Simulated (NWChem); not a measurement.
BaCl2 cation, doublet; SMILES of the neutral closed-shell parent [Cl][Ba][Cl]

```xyz
3

Ba     0.0000     0.0000    -0.9492
Cl     0.0000     1.3363     1.5633
Cl     0.0000    -1.3363     1.5633
```
Atoms are numbered in this order, from 1.

Computed with NWChem. Spin-unrestricted. Medium grid unless said otherwise, to which SCAN and Minnesota functionals are sensitive. In the optimisation the excess spin sits in b2 (C2v, its own frame). All runs use the structure optimised with PBE0/def2-SVP, spin-unrestricted. This spin state was assumed; another may lie lower. No stability test was run on the SCF state. def2 effective core potentials on Ba; no spin-orbit coupling.

Problem. Among these, which level gives the highest value of “lowest empty minus highest occupied level, either spin (eV)”?
(A) TPSS/def2-SVP
(B) HCTH/407/def2-SVP
(C) LC-BLYP (range parameter 0.33 per bohr)/def2-SVP
(D) PW91/def2-SVP

Solution. C, LC-BLYP (range parameter 0.33 per bohr)/def2-SVP. Values: PW91/def2-SVP 1.04; HCTH/407/def2-SVP 1.21; TPSS/def2-SVP 1.24; LC-BLYP (range parameter 0.33 per bohr)/def2-SVP 7.54
